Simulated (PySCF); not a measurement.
Excited states of Ga³⁺ (gallium, charge +3)

Ground state [Ar] 3d10, ¹S. Computed with PySCF 2.14 in aug-cc-pVDZ-PP with one added diffuse shell each of s, p, d type with ECP10MDF (6s5p4d, 41 functions), with a scalar-relativistic core potential. Vertical excitation energies in eV without spin-orbit coupling; excited terms of each kind are numbered among those the solver found. Frozen: 3s2 3p6.

```tsv
term	leading excitation	EOM-EE-CCSD
1 3D	3d → s	20.092
1 1D	3d → s	20.706
1 3P°	3d → p	29.754
1 3F°	3d → p	30.134
1 1F°	3d → p	30.400
1 3D°	3d → p	30.787
1 1D°	3d → p	30.796
1 1P°	3d → p	30.974
1 3G	3d → d	43.041
1 1G	3d → d	43.091
1 3F	3d → d	43.307
1 1F	3d → d	43.316
2 3D	3d → s	43.836
2 1D	3d → s	43.978
```

The solver can miss terms.
